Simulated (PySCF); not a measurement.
PySCF 2.14 output of a UHF calculation on a single atom or ion in aug-cc-pCVQZ-DK, with scalar relativity by spin-free X2C-1e:

```
SCF conv_tol = 1e-09
number electrons alpha = 10  beta = 6
cycle= 1 E= -397.926889790254  delta_E= -0.00418  |g|= 0.0212  |ddm|= 0.0502
cycle= 2 E= -397.927242959382  delta_E= -0.000353  |g|= 0.00691  |ddm|= 0.0244
cycle= 3 E= -397.927291867774  delta_E= -4.89e-05  |g|= 0.000942  |ddm|= 0.0138
cycle= 4 E= -397.927293919208  delta_E= -2.05e-06  |g|= 0.000356  |ddm|= 0.00403
cycle= 5 E= -397.927294255135  delta_E= -3.36e-07  |g|= 0.000113  |ddm|= 0.0017
cycle= 6 E= -397.927294288243  delta_E= -3.31e-08  |g|= 2.36e-05  |ddm|= 0.000617
cycle= 7 E= -397.927294289445  delta_E= -1.2e-09  |g|= 6.72e-06  |ddm|= 0.000102
cycle= 8 E= -397.927294289573  delta_E= -1.28e-10  |g|= 1.47e-06  |ddm|= 4.59e-05
converged SCF energy = -397.927294289573  <S^2> = 6.0163975  2S+1 = 5.0065547
```

The run itself started from symmetry-adapted Hartree-Fock orbitals and held the occupation by maximum overlap, so the iterations belong to that start.

Task: Which element, charge and spin multiplicity is this?

Result: S (sulfur, neutral), multiplicity 5; the state was [Ne] 3s1 3p4 3d1, one real determinant (an excited configuration).

⟨L²⟩ = 8.05 against 12 for a pure F term, so this real determinant mixes terms. The outer electron is Rydberg-like, and this basis confines it to a smaller radius and binds it less than a complete one would.
